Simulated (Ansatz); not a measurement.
```xyz
9

N    -0.169   -1.689   -0.499
Sn    0.362    0.072    0.275
N    -0.925    1.471   -0.331
Cl    0.457   -0.295    2.565
Cl    2.446    0.872   -0.362
H     0.312   -2.469   -0.068
H    -0.040   -1.743   -1.501
H    -0.595    2.411   -0.152
H    -1.848    1.370    0.072
```

Total charge 0; spin multiplicity 1. Sn: def2 effective core potential.

**Question.** List the ωB97M-V/def2-TZVPP orbital energies in eV (Ansatz 0.2.0). (Estimate.)

**Answer.** The calculation gave: Occupied: -2771.84, -2771.84, -394.90, -394.90, -262.22, -262.22, -199.69, -199.69, -199.56, -199.56, -199.56, -199.56, -144.25, -98.90, -98.84, -98.75, -32.63, -32.61, -32.59, -32.37, -32.36, -26.88, -26.33, -25.37, -25.06, -17.19, -16.43, -16.42, -13.58, -13.57, -12.92, -11.75, -11.71, -11.57, -11.33, -10.61, -10.47. Lowest empty: 0.38, 1.88, 2.11, 2.44, 3.04, 3.58, 4.46, 4.49.
